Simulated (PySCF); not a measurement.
C3H3N2 (SMILES [c]1ncc[nH]1), doublet, geometry from GFN2-xTB; PBE0/6-31G (PySCF).

Input for PySCF:
```python
from pyscf import gto, scf, dft

mol = gto.Mole()
mol.atom = '''
    C     0.50356950   -1.03940032    0.08140884
    N    -0.77212937   -0.95907150    0.12013609
    C    -1.06127585    0.37600757    0.00254951
    C     0.10210446    1.08209930   -0.10755268
    N     1.11612041    0.14619005   -0.05465489
    H    -2.07628333    0.71794309    0.00668434
    H     0.29786495    2.12953942   -0.21518861
    H     2.10409248    0.33044835   -0.10829814
'''
mol.basis = '6-31g'
mol.spin = 1
mol.verbose = 5
mol.build()

mf = dft.UKS(mol)
mf.xc = 'pbe0'
mf.grids.radi_method = dft.radi.mura_knowles
mf.kernel()
```

Predict the main parts of the log of this PySCF run.


```
PySCF version 2.14.0

[INPUT] verbose = 5
[INPUT] max_memory = 4000
[INPUT] num. atoms = 8
[INPUT] num. electrons = 35
[INPUT] charge = 0
[INPUT] spin (= nelec alpha-beta = 2S) = 1
[INPUT] symmetry False subgroup None
[INPUT] Mole.unit = angstrom
[INPUT] Symbol           X                Y                Z      unit          X                Y                Z       unit  Magmom
[...]
[INPUT] ---------------- BASIS SET ----------------
[INPUT] l, kappa, [nprim/nctr], expnt,             c_1 c_2 ...
[INPUT] H
[...]
                                2.8253937         0.23472695
                                0.6401217         0.81375733
[...]
[INPUT] C
[...]
                                457.36951         0.0140373
                                103.94869         0.0688426
                                29.210155         0.2321844
                                9.286663          0.4679413
                                3.163927          0.362312
[...]
                                1.8812885         -0.1608542
                                0.5442493         1.1434564
[...]
                                1.8812885         0.316424
                                0.5442493         0.7443083
[...]
[INPUT] N
[...]
                                627.4579          0.013995
                                142.9021          0.068587
                                40.23433          0.232241
                                12.82021          0.46907
                                4.390437          0.360455
[...]
                                2.71628           -0.169118
                                0.772218          1.145852
[...]
                                2.71628           0.323907
                                0.772218          0.740895
[...]
nuclear repulsion = 155.834583775728
number of shells = 31
number of NR pGTOs = 122
number of NR cGTOs = 51
basis = 6-31g
ecp = {}

******** <class 'pyscf.dft.uks.UKS'> ********
method = UKS
initial guess = minao
damping factor = 0
level_shift factor = 0
DIIS = <class 'pyscf.scf.diis.CDIIS'>
diis_start_cycle = 1
diis_space = 8
diis_damp = 0
SCF conv_tol = 1e-09
SCF conv_tol_grad = None
SCF max_cycles = 50
direct_scf = True
direct_scf_tol = 1e-13
number electrons alpha = 18  beta = 17
XC library pyscf.dft.libxc version 7.1.2
    S. Lehtola, C. Steigemann, M. J. T. Oliveira, and M. A. L. Marques,  SoftwareX 7, 1–5 (2018)
XC functionals = pbe0
    C. Adamo and V. Barone,  J. Chem. Phys. 110, 6158 (1999)
    M. Ernzerhof and G. E. Scuseria,  J. Chem. Phys. 110, 5029 (1999)
radial grids: Mura-Knowles [JCP 104, 9848 (1996); DOI:10.1063/1.471749] log3 quadrature radial grids
becke partition: Becke, JCP 88, 2547 (1988); DOI:10.1063/1.454033
pruning grids: <function nwchem_prune>
grids dens level: 3
symmetrized grids: False
atomic radii adjust function: <function treutler_atomic_radii_adjust>
small_rho_cutoff = 0
Set gradient conv threshold to 3.16228e-05
atom C rad-grids = 75, ang-grids = [ 50  50  50  50  50  50  50  50  50  50  50  50  50  50  50  50  50  50
  50  50  50  50  50  50  50  50  86  86  86  86  86  86  86  86  86  86
  86 266 266 266 266 266 266 266 302 302 302 302 302 302 302 302 302 302
 302 302 302 302 302 302 302 302 302 266 266 266 266 266 266 266 266 266
 266 266 266]
atom N rad-grids = 75, ang-grids = [ 50  50  50  50  50  50  50  50  50  50  50  50  50  50  50  50  50  50
  50  50  50  50  50  50  50  86  86  86  86  86  86  86  86  86  86  86
 266 266 266 266 266 266 266 302 302 302 302 302 302 302 302 302 302 302
 302 302 302 302 302 302 302 302 266 266 266 266 266 266 266 266 266 266
 266 266 266]
atom H rad-grids = 50, ang-grids = [ 50  50  50  50  50  50  50  50  50  50  50  50  50  50  50  50  86  86
  86  86 266 266 266 266 266 302 302 302 302 302 302 302 302 302 302 302
 302 302 266 266 266 266 266 266 266 266 266 266 266 266]
tot_boxes 2240, boxes in each direction [14 12  8]
Padding 2 grids
tot grids = 94400
[...]
   0.69075315   0.75128297   0.77293086   0.83394421   0.85684853
   0.87359334   0.89102158   0.94176099   0.94923953   1.03961744
   1.05668233   1.10209474   1.26004725   1.37737734   1.57121838
   1.69472593]
multiplicity <S^2> = 0.75890201  2S+1 = 2.0088823
nelec by numeric integration = [17.99999386 16.9999925 ]
E1 = -611.7809467340472  E2 = 230.76338691321845  Ecoul = 261.7239655050162  Exc = -30.96057859179777
cycle= 13 E= -225.182976045101  delta_E= -2.64e-09  |g|= 8.84e-06  |ddm|= 0.000145
  alpha mo_energy =
[-14.4716247  -14.39473662 -10.31536826 -10.27251025 -10.25805568
  -1.08983704  -0.93151217  -0.78404463  -0.65506802  -0.63350792
  -0.56556253  -0.47366604  -0.47004271  -0.45328027  -0.33512117
  -0.30990658  -0.26752737  -0.25809919   0.03087947   0.07309126
   0.08184311   0.15187175   0.17544778   0.22044142   0.26239481
   0.30455545   0.36968778   0.46554409   0.54258966   0.5486776
   0.56198311   0.60658029   0.60993746   0.64932501   0.6543866
   0.68683585   0.73722214   0.77161396   0.82564988   0.85589086
   0.87202538   0.88708094   0.93142458   0.94279435   1.03193519
   1.05192613   1.0967728    1.25981502   1.3739624    1.56609955
   1.69152887]
  beta  mo_energy =
[-14.47001102 -14.39249064 -10.29786068 -10.27246854 -10.25603671
  -1.08181176  -0.92665077  -0.77290849  -0.65033969  -0.62308308
  -0.54651532  -0.47065635  -0.46348683  -0.44745996  -0.31046083
  -0.28939132  -0.24787202  -0.09308713   0.04308363   0.08272289
   0.08685049   0.1535276    0.17644201   0.22823241   0.27841747
   0.31547848   0.38248645   0.48192674   0.55599676   0.56093621
   0.60729881   0.61941147   0.62345096   0.65025638   0.6635351
   0.69075045   0.75128081   0.77293093   0.83394319   0.85684735
   0.87359058   0.89102049   0.94175986   0.94923871   1.03961619
   1.05667964   1.10209251   1.26004666   1.37737703   1.57121683
   1.69472484]
multiplicity <S^2> = 0.75890454  2S+1 = 2.0088848
nelec by numeric integration = [17.99999386 16.9999925 ]
E1 = -611.7810159493215  E2 = 230.76345612833478  Ecoul = 261.72403982323726  Exc = -30.960583694902468
cycle= 14 E= -225.182976045259  delta_E= -1.58e-10  |g|= 6.18e-06  |ddm|= 3.34e-05
  alpha mo_energy =
[-14.47162448 -14.39473692 -10.31536533 -10.2725013  -10.25804921
  -1.08983511  -0.93151113  -0.7840415   -0.65506717  -0.63350612
  -0.56556014  -0.4736633   -0.47004121  -0.45327825  -0.33512026
  -0.30990591  -0.26752675  -0.25809621   0.0308816    0.07309268
   0.08184313   0.15187309   0.17544898   0.22044315   0.26239622
   0.3045563    0.36968904   0.4655456    0.54259072   0.54867974
   0.56198538   0.60658232   0.60993908   0.64932767   0.65438897
   0.68683756   0.73722346   0.77161454   0.82565075   0.85589085
   0.87202848   0.88708191   0.93142585   0.94279563   1.03193622
   1.05192783   1.09677455   1.25981596   1.37396294   1.56610068
   1.69152969]
  beta  mo_energy =
[-14.47001078 -14.3924906  -10.29785763 -10.27245993 -10.25603007
  -1.08180973  -0.92664944  -0.77290549  -0.65033871  -0.62308127
  -0.54651291  -0.47065357  -0.4634853   -0.44745792  -0.31045946
  -0.2893905   -0.24786945  -0.09308598   0.04308568   0.08272281
   0.08685221   0.15352882   0.17644319   0.22823411   0.27841904
   0.31547932   0.38248761   0.48192813   0.55599904   0.56093874
   0.60729997   0.61941293   0.62345243   0.65025901   0.66353727
   0.6907521    0.75128243   0.77293136   0.83394399   0.85684808
   0.87359356   0.89102142   0.9417613    0.94923982   1.03961737
   1.0566812    1.10209409   1.26004763   1.3773775    1.57121806
   1.69472571]
multiplicity <S^2> = 0.75890483  2S+1 = 2.0088851
nelec by numeric integration = [17.99999386 16.9999925 ]
E1 = -611.7809643287727  E2 = 230.76340450777553  Ecoul = 261.7239852266031  Exc = -30.96058071882755
Extra cycle  E= -225.182976045269  delta_E= -1.05e-11  |g|= 6.93e-06  |ddm|= 1.48e-05
converged SCF energy = -225.182976045269  <S^2> = 0.75890483  2S+1 = 2.0088851
```
